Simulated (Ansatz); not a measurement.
A single point on C$_{2}$H$_{7}$Si$_{2}$, SMILES `C=C[SiH2][SiH2]` radical.

```yaml
crystal:
  periodic: [false, false, false]
  atoms:
    - {symbol: C, position_ang: [-1.036246, 1.907031, 0.261935]}
    - {symbol: C, position_ang: [-0.098458, 1.146265, -0.295849]}
    - {symbol: Si, position_ang: [0.649411, -0.335967, 0.544434]}
    - {symbol: Si, position_ang: [0.034954, -2.278886, -0.589121]}
    - {symbol: H, position_ang: [-1.468380, 2.760623, -0.253008]}
    - {symbol: H, position_ang: [-1.412987, 1.710298, 1.261701]}
    - {symbol: H, position_ang: [0.236317, 1.395642, -1.301775]}
    - {symbol: H, position_ang: [2.136257, -0.211652, 0.584488]}
    - {symbol: H, position_ang: [0.145407, -0.411455, 1.942994]}
    - {symbol: H, position_ang: [0.229641, -2.205210, -2.064714]}
    - {symbol: H, position_ang: [0.649582, -3.533388, -0.070486]}
basis:
  gaussian: {orbitals: def2-TZVPP}
magnetization: {spin_polarized: true, initial_magnetization: 1}
hamiltonian: {xc: pbe}
correlation: {method: rpa}
```

```sh
$ ansatz run in.yaml --threads 4 --pin off --events-out ev --progress --plain --max-ram 10444MiB
```

Shortened log:

```
Functional definition: PBE
1399 factors; integrals over basis functions are off by at most 1.2e-3 eV
mean field evaluation 1: about -17905.8091 eV, gradient 6.1e1 eV
mean field evaluation 2: about -17905.7921 eV, gradient 6.1e1 eV
mean field evaluation 4: about -17925.7032 eV, gradient 3.2e1 eV
mean field evaluation 8: about -17931.2130 eV, gradient 1.3e0 eV
mean field evaluation 16: about -17931.2220 eV, gradient 1.6e-3 eV
mean field -17931.22201653 eV, -658.9602548885 hartree, gradient 4.7e-6 eV, S^2 0.753841; 0 other end points of the search recorded, 0 dependent functions left out
12 core orbitals not correlated: weight in the atoms' cores, before any rotation towards them, 1.000 or more for the frozen orbitals, at most 0.000 for the correlated occupied ones
reference -17894.53059164 eV, -657.6118698943 hartree; 12, 11 occupied and 220, 221 virtual orbitals, 1399 factors
Total energy: -17922.28962948 eV, -658.6319957193 hartree
```

Run time 7.5 s (4 threads of an Intel Xeon Platinum 8175M on a shared host); peak host memory 0.74 GiB.
